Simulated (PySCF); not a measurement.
## Interval between two levels of Ga²⁺ by level of theory

Ga²⁺ [Ar] 3d10 4s1 [2S1/2, M_J = 1/2] → Ga²⁺ [Ar] 3d9 4s2 [2D5/2, M_J = 5/2], as a difference of total energies. All numbers are calculated (PySCF 2.14, the two-component X2C-1e Hamiltonian, in x2c-SVPall-2c with one added diffuse shell each of s, p, d type (6s7p4d, 47 functions)). Correlated levels: [Ne] frozen; the 6 highest virtual spinors dropped. "Screened" scales the spin-orbit matrix elements by Boettger's factors to mimic the two-electron term; Breit and QED terms are absent.

```
                    method  interval between two levels (cm⁻¹)
           GHF (spin-free)                              129680
          GMP2 (spin-free)                              140070
 GHF (screened spin-orbit)                              128190
GMP2 (screened spin-orbit)                              138590
```
